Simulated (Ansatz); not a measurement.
A relaxation, step by step

SnH$_{5}$ClO, closed shell, PBE0-D4/def2-TZVP (Ansatz 0.2.0). Settings:

```yaml
hamiltonian: {xc: pbe0, dispersion: d4}
relax: {f_tol: 0.005, max_steps: 200}
```

Start, a step off a saddle point along its unstable mode:

```xyz
8
angstrom
Sn -0.4843 0.8245 -0.3718
Cl 0.8316 -2.2499 -0.7014
H -1.7600 -0.0890 -1.0339
H -0.9553 2.2535 0.4018
H 0.8814 1.0032 -1.3848
H 0.5603 -1.4395 0.2926
O 0.1217 -0.3316 1.1122
H 0.8046 0.0285 1.6852
```

```json
{"step": "1", "energy less the last (meV)": "140.7", "largest force component (eV/Å)": "1.227"}
{"step": "2", "energy less the last (meV)": "30.3", "largest force component (eV/Å)": "0.237"}
{"step": "3", "energy less the last (meV)": "15.6", "largest force component (eV/Å)": "0.197"}
{"step": "4", "energy less the last (meV)": "12.3", "largest force component (eV/Å)": "0.156"}
{"step": "5", "energy less the last (meV)": "7.0", "largest force component (eV/Å)": "0.160"}
{"step": "6", "energy less the last (meV)": "3.3", "largest force component (eV/Å)": "0.111"}
{"step": "7", "energy less the last (meV)": "2.5", "largest force component (eV/Å)": "0.060"}
{"step": "8", "energy less the last (meV)": "1.2", "largest force component (eV/Å)": "0.067"}
{"step": "9 (rejected trial)", "energy less the last (meV)": "2.1", "largest force component (eV/Å)": "0.099"}
{"step": "10", "energy less the last (meV)": "0.4", "largest force component (eV/Å)": "0.009"}
{"step": "11", "energy less the last (meV)": "0.3", "largest force component (eV/Å)": "0.004"}
{"step": "12", "energy less the last (meV)": "0.2", "largest force component (eV/Å)": "0.010"}
{"step": "13", "energy less the last (meV)": "0.2", "largest force component (eV/Å)": "0.010"}
{"step": "14", "energy less the last (meV)": "0.1", "largest force component (eV/Å)": "0.017"}
{"step": "15", "energy less the last (meV)": "0.1", "largest force component (eV/Å)": "0.017"}
{"step": "16", "energy less the last (meV)": "0.0", "largest force component (eV/Å)": "0.010"}
{"step": "17", "energy less the last (meV)": "0.0", "largest force component (eV/Å)": "0.007"}
{"step": "18", "energy less the last (meV)": "0.0", "largest force component (eV/Å)": "0.007"}
{"step": "19", "energy less the last (meV)": "0.0", "largest force component (eV/Å)": "0.006"}
{"step": "20", "energy less the last (meV)": "0.0", "largest force component (eV/Å)": "0.005"}
{"step": "21", "energy less the last (meV)": "0.0", "largest force component (eV/Å)": "0.004"}
```

Step 3, positions (Å) and forces (eV/Å):

| atom | x | y | z | Fx | Fy | Fz |
| --- | --- | --- | --- | --- | --- | --- |
| Sn1 | -0.506 | 0.895 | -0.386 | 0.025 | -0.023 | 0.117 |
| Cl2 | 0.938 | -2.506 | -0.631 | -0.032 | 0.099 | 0.120 |
| H3 | -1.794 | 0.018 | -1.043 | -0.005 | 0.012 | -0.019 |
| H4 | -0.976 | 2.320 | 0.427 | 0.010 | -0.025 | -0.018 |
| H5 | 0.819 | 1.141 | -1.420 | -0.010 | 0.013 | -0.014 |
| H6 | 0.615 | -1.572 | 0.302 | 0.078 | -0.197 | -0.143 |
| O7 | 0.128 | -0.337 | 1.074 | -0.064 | 0.123 | -0.023 |
| H8 | 0.775 | 0.040 | 1.677 | -0.002 | 0.000 | -0.020 |

Step 4, positions (Å) and forces (eV/Å):

| atom | x | y | z | Fx | Fy | Fz |
| --- | --- | --- | --- | --- | --- | --- |
| Sn1 | -0.517 | 0.910 | -0.383 | 0.030 | -0.039 | 0.133 |
| Cl2 | 0.958 | -2.537 | -0.603 | 0.003 | 0.072 | 0.083 |
| H3 | -1.802 | 0.037 | -1.050 | -0.008 | 0.013 | -0.019 |
| H4 | -0.987 | 2.336 | 0.428 | 0.008 | -0.024 | -0.021 |
| H5 | 0.816 | 1.150 | -1.407 | -0.004 | 0.020 | -0.025 |
| H6 | 0.629 | -1.586 | 0.300 | -0.018 | -0.156 | -0.113 |
| O7 | 0.105 | -0.331 | 1.073 | 0.087 | 0.100 | 0.022 |
| H8 | 0.798 | 0.020 | 1.642 | -0.099 | 0.014 | -0.060 |

Step 18, positions (Å) and forces (eV/Å):

```csv
atom,x,y,z,Fx,Fy,Fz
Sn1,-0.529,0.990,-0.379,-0.001,0.001,-0.001
Cl2,0.941,-2.823,-0.413,-0.002,0.006,0.003
H3,-1.754,0.091,-1.125,0.002,0.000,0.000
H4,-1.093,2.324,0.518,0.001,0.000,0.000
H5,0.762,1.407,-1.407,-0.001,0.000,0.001
H6,0.627,-1.744,0.293,0.002,-0.007,-0.004
O7,0.186,-0.301,0.965,0.003,0.000,0.005
H8,0.861,0.056,1.547,-0.003,0.000,-0.003
```

Last step (21):

Sn1  (-0.528, 0.992, -0.378)
Cl2  (0.925, -2.831, -0.407)
H3  (-1.742, 0.084, -1.132)
H4  (-1.108, 2.318, 0.520)
H5  (0.763, 1.424, -1.401)
H6  (0.621, -1.747, 0.296)
O7  (0.193, -0.298, 0.965)
H8  (0.877, 0.059, 1.537)
(Å)

Hardware: 4 CPU threads of an Intel Xeon, shared host. Wall time about 71 s.
